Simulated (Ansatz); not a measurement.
Input file for Ansatz (a first-principles code): U-CCSD(T)/def2-TZVPP on MgSi, 2S+1 = 3, a spin state set in the input, which need not be the lowest, a point of a bond scan (R = 2.545 Å).

Ansatz 0.2 input:
```yaml
crystal:
  periodic: [false, false, false]
  atoms:
    - {symbol: Mg, position_ang: [0.00000000, 0.00000000, 0.00000000]}
    - {symbol: Si, position_ang: [0.00000000, 0.00000000, 2.54505100]}
basis:
  gaussian:
    orbitals: def2-TZVPP
magnetization: {spin_polarized: true, initial_magnetization: 2}
correlation: {method: ccsd_t, electrons: valence}
output: {orbitals: {seedname: ./end}}
```

### Question
What total energy does the run end on?

### Answer
-488.7700 hartree (reference determinant -488.4836, T1 diagnostic 0.055). Its determinant has ⟨S²⟩ = 2.72, a mixture of spin states.

### Question
How many basis functions does it have, and what does it roughly cost on one machine?

### Answer
74 functions; about 40 core-seconds (a rough figure).
